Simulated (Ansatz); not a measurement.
Reaction (formal hydrolysis of the In–F bond): `[CH3][In]([F])[Br]` + H₂O → `[CH3][In]([OH])[Br]` + H–F

Gas-phase electronic energies from Ansatz, PBE0-D4/def2-TZVP geometries. CBS: MP2 limit from def2 TZ/QZ plus the TZ coupled-cluster correction, frozen cores. This one scheme is used for every species. DFT in def2-TZVPP. def2 core potentials past Kr. For Br, In outer-core shells are correlated without core-valence functions, which leaves a few kJ/mol of doubt a bond. Scalar relativity is left out up to krypton. One conformer a species, not always the lowest.

```tsv
species	revPBE-D4 energy (Eh)
`[CH3][In]([F])[Br]`	-2903.99220
H₂O	-76.44108
`[CH3][In]([OH])[Br]`	-2879.96370
H–F	-100.45779
```

Task: Work out ΔE.

Result: ΔE = (-2879.96370) + (-100.45779) − (-2903.99220) − (-76.44108) = 0.01179 Eh = +0.32 eV. CCSD(T)/CBS gives +0.28 eV.

Largest T1 diagnostic among the species: 0.013.

Leaving LDA and LC-ωPBE aside and taking each functional with its dispersion term where it has one, the values, not all of them listed here, spread over 0.10 eV, from PBE-QIDH to B97M-V. LDA lies −0.08 eV from PBE without D4. In def2-TZVPP, CCSD(T) changes the Hartree–Fock value by −0.16 eV (the triples alone add −0.02 eV) and MP2 by −0.20 eV.
